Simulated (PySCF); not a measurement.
**Mayer bond orders and bond lengths**

C₆H₅F₃NP.
Numbering: `[CH3:1][c:2]1[cH:3][cH:4][p:5][c:6]([C:7]([F:8])([F:9])[F:10])[n:11]1` (hydrogens: H12, H13, H14 on C1; H15 on C3; H16 on C4)

Structure used (GFN2-xTB), in Å, numbered top down from 1:
```
atom  x, y, z in Å
C1    -2.0673   -1.2470   -0.1635
C2    -0.9922   -0.2172   -0.0503
C3    -1.3063    1.1394    0.0916
C4    -0.3508    2.1206    0.2067
P5     1.3731    1.8525    0.2076
C6     1.2948    0.1137    0.0299
C7     2.6161   -0.6087   -0.0205
F8     2.7149   -1.5859    0.8896
F9     3.6363    0.2380    0.2127
F10    2.8553   -1.1695   -1.2157
N11    0.2477   -0.6704   -0.0764
H12   -1.6622   -2.1486   -0.6128
H13   -2.9010   -0.8768   -0.7548
H14   -2.4380   -1.4978    0.8302
H15   -2.3516    1.4175    0.1073
H16   -0.6765    3.1491    0.3068
```

Bond orders from the PBE0/pcSseg-1 density (PySCF). Geometry: GFN2-xTB; no solvent, vibrations or thermal averaging.

Q: How far do the computed orders between heavy atoms stray from the drawn ones?

A: The largest departure is 0.256, at C4–P5 (drawn aromatic, 1.244), counting aromatic bonds as 1.5. The bonds drawn aromatic range from 1.24 to 1.50.

Q: Give the Mayer order of every bond, beside its length.

A: 
```
  bond  drawn as  length (Å)  Mayer order
 C1–C2    single       1.493        1.056
 C2–C3  aromatic       1.400        1.295
 C3–C4  aromatic       1.374        1.505
 C4–P5  aromatic       1.745        1.244
 P5–C6  aromatic       1.750        1.287
 C6–C7    single       1.507        0.925
 C7–F8    single       1.339        1.025
 C7–F9    single       1.346        0.979
C7–F10    single       1.342        1.018
C6–N11  aromatic       1.312        1.453
N11–C2  aromatic       1.320        1.496
C1–H12    single       1.086        0.950
C1–H13    single       1.087        0.957
C1–H14    single       1.090        0.938
C3–H15    single       1.082        0.958
C4–H16    single       1.084        0.944
```

By pair of heavy elements: C–C: lowest C6–C7 (0.925, 1.507 Å), highest C3–C4 (1.505, 1.374 Å). C–P: lowest C4–P5 (1.244, 1.745 Å), highest P5–C6 (1.287, 1.750 Å); in 1 of the 1 pairs the longer bond (by over 0.003 Å) has the higher order (by 0.02 or more). C–F: lowest C7–F9 (0.979, 1.346 Å), highest C7–F8 (1.025, 1.339 Å). C–N: lowest C6–N11 (1.453, 1.312 Å), highest N11–C2 (1.496, 1.320 Å); in 1 of the 1 pairs the longer bond (by over 0.003 Å) has the higher order (by 0.02 or more).

Q: Sum the orders of all bonds at each heavy atom with more than one neighbour and set the sums beside the valence in the SMILES.

A: C1 3.901 (drawn 4), C2 3.847 (drawn 4), C3 3.758 (drawn 4), C4 3.693 (drawn 4), P5 2.531 (drawn 3), C6 3.665 (drawn 4), C7 3.947 (drawn 4), N11 2.949 (drawn 3). Orders between atoms that aren't bonded are not in these sums.

For a closed shell the Mayer order of atoms A and B is Σ (PS)μν (PS)νμ over the basis functions μ on A and ν on B, with P the density and S the overlap matrix.

The run behind these numbers computed NMR shieldings as well. On an Arm Neoverse V1 with one thread, shared host, this took 45 s of wall time.
